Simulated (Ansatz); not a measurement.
BGeH₇Si, SMILES `[BH2][GeH2][SiH3]` at its PBE0-D4/def2-TZVP geometry, where that method's forces vanish. Charge 0, multiplicity 1.

```xyz
10

B    -0.1554    1.6579    1.0709
Ge   -0.8817    0.3434   -0.3100
Si    0.7638   -1.3856   -0.4992
H     0.5605    2.5547    0.7393
H    -0.3718    1.4955    2.2342
H    -1.0640    0.9414   -1.7174
H    -2.1994   -0.3389    0.1023
H     0.3103   -2.4138   -1.4726
H     2.0558   -0.8178   -0.9673
H     0.9817   -2.0367    0.8197
```

Question: What forces (eV/Å) does PBE-D4/def2-TZVPP give on these atoms in the Gaussian-basis code of Ansatz? (An estimate is asked.)

Answer: Computed: 
```
B1  -0.030 -0.074 -0.072
Ge2  0.029  0.148  0.123
Si3 -0.007  0.027  0.014
H4   0.075  0.089 -0.046
H5  -0.028 -0.027  0.121
H6  -0.008  0.037 -0.150
H7  -0.121 -0.090  0.032
H8  -0.051 -0.103 -0.101
H9   0.122  0.056 -0.046
H10  0.018 -0.063  0.126
```
